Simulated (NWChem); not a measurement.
# BHIF; SMILES FBI

Computed with NWChem. STO-3G and 3-21G are far too small for this property and stand as cheap habits. Structure relaxed at the PBE0/def2-SVP level. def2 effective core potentials on I; no spin-orbit coupling. Field at 589 nm.

```json
[
 {"level": "B3LYP/STO-3G (all-electron, non-relativistic)", "isotropic polarisability (bohr³)": "14.9", "anisotropy (bohr³)": "23.9"},
 {"level": "B3LYP/def2-SVP (core potentials)", "isotropic polarisability (bohr³)": "___", "anisotropy (bohr³)": "___"},
 {"level": "B3LYP/def2-SVPD (core potentials)", "isotropic polarisability (bohr³)": "52.5", "anisotropy (bohr³)": "21.3"}
]
```

Question: What belongs in the gaps?

Answer: 
- B3LYP/def2-SVP (core potentials), isotropic polarisability (bohr³): 36.9
- B3LYP/def2-SVP (core potentials), anisotropy (bohr³): 29.5
